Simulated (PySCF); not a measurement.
Bonds: Al1-O2 1.949 Å, Al1-F5 1.667 Å, Al1-F6 1.657 Å, Al1-F7 1.668 Å. O2 carries H3, H4.

Geometry: PBE0-D3(BJ)/def2-SVP; GIAO shifts from PySCF 2.14, gas phase, non-relativistic, averaged over equivalent atoms.

At PBE0/pcSseg-1 (pcSseg-2 on Al) (121 basis functions, 5.2 s wall time on 1 thread of an x86-64 server CPU, shared host):
| atoms | δ (ppm) |
| --- | --- |
| Al1 | 62.3 |
| O2 | 33.9 |
| H3/H4 | 3.47 |
| F5/F6/F7 | -200.2 |

Referencing at the same level of theory: 27Al (σ = 576.18 ppm) against [Al(H2O)6]3+; 17O (σ = 334.56 ppm) against H2O; 1H (σ = 31.27 ppm) vs TMS; CFCl3 for 19F (σ = 177.25 ppm).

**Question.** What do these become at B3LYP/pcSseg-1 (pcSseg-2 on Al)?

**Answer.** 
```json
{"atoms": "Al1", "δ at B3LYP/pcSseg-1 (pcSseg-2 on Al)": "62.6", "change": "+0.3"}
{"atoms": "O2", "δ at B3LYP/pcSseg-1 (pcSseg-2 on Al)": "35.9", "change": "+2.0"}
{"atoms": "H3/H4", "δ at B3LYP/pcSseg-1 (pcSseg-2 on Al)": "3.45", "change": "-0.02"}
{"atoms": "F5/F6/F7", "δ at B3LYP/pcSseg-1 (pcSseg-2 on Al)": "-202.7", "change": "-2.5"}
```

Chemical shifts δ = σref − σ; 27Al (σ = 571.15 ppm) vs [Al(H2O)6]3+; 17O (σ = 334.04 ppm) vs H2O; 1H (σ = 31.38 ppm) vs TMS; 19F (σ = 171.94 ppm) against CFCl3, all at this level.

The largest change is at F5/F6/F7 (fluorine bonded to Al). Cost: 121 basis functions, 4.1 s wall time on 1 thread of an x86-64 server CPU, shared host.

Unscaled 19F shifts against computed CFCl3 carry errors that often reach 10 to 50 ppm. Experimental scales use liquid or dissolved standards, which lie at an offset from isolated H2O (liquid H2O: subtract about 36 ppm).
